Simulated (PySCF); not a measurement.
Isomers of C4H7N3OSi.

All values: B3LYP/def2-SVPD (PySCF) at GFN2-xTB geometries, gas phase, one conformer each. Core orbitals are frozen in the response; Δα² is half the sum of the squared differences of the principal polarisabilities.

(1) Rank by mean static polarisability, highest first.
A. `[CH2:1]=[CH:2][c:3]1[n:4][nH:5][c:6]([O:7][SiH3:8])[n:9]1` with C1–C2–C3–N4 180°, N5–C6–O7–Si8 180°
B. `[N:1]#[C:2][Si@@H:3]1[NH:4][CH2:5][CH2:6][N:7]1[CH:8]=[O:9]` with C6–N7–C8–O9 175°, C2–Si3–N4–C5 -97°, Si3–N4–C5–C6 -28°, N4–C5–C6–N7 30°, C5–C6–N7–C8 164°
C. `[CH2:1]=[N:2][Si@:3]([NH2:4])([CH:5]=[O:6])[CH2:7][C:8]#[N:9]` with C1–N2–Si3–N4 133°, N2–Si3–N4–H 75° and -64°, N2–Si3–C5–O6 -38°, N2–Si3–C7–C8 -78°
D. `[NH2:1][SiH2:2][n:3]1[cH:4][n:5][c:6]([CH:7]=[O:8])[cH:9]1` with H–N1–Si2–N3 -171° and 47°, N1–Si2–N3–C4 27°, N5–C6–C7–O8 180°

(2) Rank by dipole moment, lowest first.
A. `[CH2:1]=[N:2][Si@:3]([NH2:4])([CH:5]=[O:6])[CH2:7][C:8]#[N:9]` with C1–N2–Si3–N4 133°, N2–Si3–N4–H 75° and -64°, N2–Si3–C5–O6 -38°, N2–Si3–C7–C8 -78°
B. `[CH2:1]=[CH:2][c:3]1[n:4][nH:5][c:6]([O:7][SiH3:8])[n:9]1` with C1–C2–C3–N4 180°, N5–C6–O7–Si8 180°
C. `[O:1]=[CH:2][SiH2:3][CH2:4][c:5]1[n:6][cH:7][n:8][nH:9]1` with O1–C2–Si3–C4 6°, C2–Si3–C4–C5 -69°, Si3–C4–C5–N6 -105°
D. `[NH2:1][SiH2:2][n:3]1[cH:4][n:5][c:6]([CH:7]=[O:8])[cH:9]1` with H–N1–Si2–N3 -171° and 47°, N1–Si2–N3–C4 27°, N5–C6–C7–O8 180°
E. `[N:1]#[C:2][Si@@H:3]1[NH:4][CH2:5][CH2:6][N:7]1[CH:8]=[O:9]` with C6–N7–C8–O9 175°, C2–Si3–N4–C5 -97°, Si3–N4–C5–C6 -28°, N4–C5–C6–N7 30°, C5–C6–N7–C8 164°
F. `[OH:1][SiH2:2][NH:3][c:4]1[cH:5][n:6][cH:7][n:8][cH:9]1` with H–O1–Si2–N3 180°, O1–Si2–N3–C4 61°, Si2–N3–C4–C5 -2°

(3) Rank by polarisability anisotropy Δα, lowest first.
A. `[CH2:1]=[CH:2][c:3]1[n:4][nH:5][c:6]([O:7][SiH3:8])[n:9]1` with C1–C2–C3–N4 180°, N5–C6–O7–Si8 180°
B. `[N:1]#[C:2][Si@@H:3]1[NH:4][CH2:5][CH2:6][N:7]1[CH:8]=[O:9]` with C6–N7–C8–O9 175°, C2–Si3–N4–C5 -97°, Si3–N4–C5–C6 -28°, N4–C5–C6–N7 30°, C5–C6–N7–C8 164°
C. `[NH2:1][SiH2:2][n:3]1[cH:4][n:5][c:6]([CH:7]=[O:8])[cH:9]1` with H–N1–Si2–N3 -171° and 47°, N1–Si2–N3–C4 27°, N5–C6–C7–O8 180°
D. `[CH2:1]=[N:2][Si@:3]([NH2:4])([CH:5]=[O:6])[CH2:7][C:8]#[N:9]` with C1–N2–Si3–N4 133°, N2–Si3–N4–H 75° and -64°, N2–Si3–C5–O6 -38°, N2–Si3–C7–C8 -78°
E. `[O:1]=[CH:2][SiH2:3][CH2:4][c:5]1[n:6][cH:7][n:8][nH:9]1` with O1–C2–Si3–C4 6°, C2–Si3–C4–C5 -69°, Si3–C4–C5–N6 -105°

Results:

(1) A (14.62 Å³), D (14.40 Å³), C (13.97 Å³), B (13.24 Å³).

(2) B (2.15 D), A (2.97 D), C (4.14 D), F (4.70 D), E (6.69 D), D (6.94 D).

(3) B (3.79 Å³), D (4.91 Å³), E (5.34 Å³), A (8.20 Å³), C (8.89 Å³).

All values together:

```
                SMILES  μ (D)  HOMO (eV)  LUMO (eV)  α (Å³)  Δα (Å³)
      O[SiH2]Nc1cncnc1   4.70      -6.48      -1.27   14.38     8.84
   N#C[Si@@H]1NCCN1C=O   6.69      -7.30      -1.07   13.24     3.79
C=Cc1n[nH]c(O[SiH3])n1   2.15      -6.53      -0.89   14.62     8.20
   N[SiH2]n1cnc(C=O)c1   6.94      -6.98      -1.60   14.40     8.89
  C=N[Si@](N)(C=O)CC#N   2.97      -6.71      -2.38   13.97     4.91
  O=C[SiH2]Cc1ncn[nH]1   4.14      -7.08      -2.43   13.91     5.34
```

Conformers: `[OH:1][SiH2:2][NH:3][c:4]1[cH:5][n:6][cH:7][n:8][cH:9]1` with H–O1–Si2–N3 180°, O1–Si2–N3–C4 61°, Si2–N3–C4–C5 -2°; `[N:1]#[C:2][Si@@H:3]1[NH:4][CH2:5][CH2:6][N:7]1[CH:8]=[O:9]` with C6–N7–C8–O9 175°, C2–Si3–N4–C5 -97°, Si3–N4–C5–C6 -28°, N4–C5–C6–N7 30°, C5–C6–N7–C8 164°; `[CH2:1]=[CH:2][c:3]1[n:4][nH:5][c:6]([O:7][SiH3:8])[n:9]1` with C1–C2–C3–N4 180°, N5–C6–O7–Si8 180°; `[NH2:1][SiH2:2][n:3]1[cH:4][n:5][c:6]([CH:7]=[O:8])[cH:9]1` with H–N1–Si2–N3 -171° and 47°, N1–Si2–N3–C4 27°, N5–C6–C7–O8 180°; `[CH2:1]=[N:2][Si@:3]([NH2:4])([CH:5]=[O:6])[CH2:7][C:8]#[N:9]` with C1–N2–Si3–N4 133°, N2–Si3–N4–H 75° and -64°, N2–Si3–C5–O6 -38°, N2–Si3–C7–C8 -78°; `[O:1]=[CH:2][SiH2:3][CH2:4][c:5]1[n:6][cH:7][n:8][nH:9]1` with O1–C2–Si3–C4 6°, C2–Si3–C4–C5 -69°, Si3–C4–C5–N6 -105°.
